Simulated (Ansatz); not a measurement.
`F[SiH]([GaH2])[SeH]` + H–F → `F[SiH](F)[SeH]` + `[GaH3]` at 600 K and 1 bar (cleavage of the Si–Ga bond).

Isolated molecules relaxed with PBE0-D4/def2-TZVP in Ansatz; ΔE leaves out vibrations. CBS: MP2 limit from def2 TZ/QZ plus the TZ coupled-cluster correction, frozen cores. This one scheme is used for every species. For Ga, Se outer-core shells are correlated without core-valence functions, which leaves a few kJ/mol of doubt a bond. Scalar relativity is left out up to krypton. Each species was taken in one conformer, which may not be the lowest.

```
              species  CCSD(T)/CBS energy (Eh)  H − E (kJ/mol)  S (J/(mol·K))
`F[SiH]([GaH2])[SeH]`              -4715.99501           150.6          470.1
                  H–F               -100.39570            42.3          194.0
     `F[SiH](F)[SeH]`              -2890.73294           107.1          394.5
             `[GaH3]`              -1925.70545            74.9          253.2
```

H − E and S are ideal-gas, rigid-rotor, harmonic terms from PBE0-D4/def2-TZVP, for one conformer and one mirror image of each species. 1 Eh = 2625.50 kJ/mol, R = 8.31446 J/(mol·K).

Task: By hand: ΔE, ΔH, ΔS and ΔG.

Result: ΔE = (-2890.73294) + (-1925.70545) − (-4715.99501) − (-100.39570) = -0.04768 Eh = -125.2 kJ/mol. Δ(H − E) = 107.1 + 74.9 − 150.6 − 42.3 = -10.9, so ΔH = -136.1 kJ/mol. ΔS = 394.5 + 253.2 − 470.1 − 194.0 = -16.4 J/(mol·K). ΔG = -136.1 − 600 × (-16.4)/1000 = -126.3 kJ/mol.

Task: By hand: the equilibrium constant, and the temperature at which ΔG would vanish if ΔH and ΔS stayed fixed.

Result: log₁₀ K = −ΔG/(RT ln 10) = 11.0. ΔG = 0 at ΔH/ΔS = 8299 K, far beyond where these terms or the molecules hold.

ΔH outweighs TΔS. A doubt of 5 kJ/mol in ΔE shifts log₁₀ K by 0.4 here. Other conformers and mirror images would add mixing entropy, several J/(mol·K) or more a flexible species. Modes under 60 cm⁻¹, often nearly free rotors, make the harmonic entropy too high. These are equilibria of isolated gas molecules and say nothing of rates. Largest T1 diagnostic: 0.013 (customary marks: 0.02 for closed shells, 0.045 for open ones).
